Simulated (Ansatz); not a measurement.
GeH10Si3 (`[SiH3][GeH]([SiH3])[SiH3]`), 14 atoms. The species carries charge 0 and has multiplicity 1. Correlated methods include outer-core shells of Ge, which these sets cover unevenly. Scalar relativity is left out up to krypton. All runs use 4 threads of an Arm Neoverse V1 on a shared host. Correlated methods freeze the cores.

Task: Give the basis size and wall time and peak host memory of each of these runs in Ansatz. RKS PBE0-D4/def2-TZVP relaxation (6 steps); RHF-MP2/def2-QZVPP energy; RKS PBE0-D4/def2-QZVPP energy; RKS ωB97M-V/def2-SVP energy; RHF-CCSD(T)/def2-TZVPP energy; RKS ωB97M-V/def2-QZVPP energy; RKS B2PLYP (frozen core)/def2-TZVPP energy; RKS PBE0-D4/def2-TZVP frequencies; direct RPA on PBE orbitals/def2-TZVPP energy; RKS CAM-B3LYP-D4/def2-TZVPP energy; RKS B3LYP-D4/def2-TZVPP energy and forces; RHF-CCSD(T)/def2-SVP energy. (An estimate is asked.)

Result: Ansatz gave: Other jobs shared the machine, so times are rough.

```
                                level                   job  functions  wall time  peak host memory (GiB)
          RKS CAM-B3LYP-D4/def2-TZVPP                energy        314      9.5 s                     1.4
                 RKS ωB97M-V/def2-SVP                energy        136       10 s                    0.54
direct RPA on PBE orbitals/def2-TZVPP                energy        314       11 s                    0.87
              RKS B3LYP-D4/def2-TZVPP     energy and forces        314       12 s                     1.3
  RKS B2PLYP (frozen core)/def2-TZVPP                energy        314       12 s                       1
                 RHF-CCSD(T)/def2-SVP                energy        136       15 s                    0.78
               RKS PBE0-D4/def2-QZVPP                energy        599       25 s                     3.1
                RKS PBE0-D4/def2-TZVP  relaxation (6 steps)        219       43 s                    0.78
               RKS ωB97M-V/def2-QZVPP                energy        599       53 s                     3.7
                   RHF-MP2/def2-QZVPP                energy        599       57 s                     4.9
                RKS PBE0-D4/def2-TZVP           frequencies        219    6.1 min                    0.79
               RHF-CCSD(T)/def2-TZVPP                energy        314     21 min                     4.2
```

B3LYP here is the variant with VWN-RPA as its local correlation; programs differ in this.
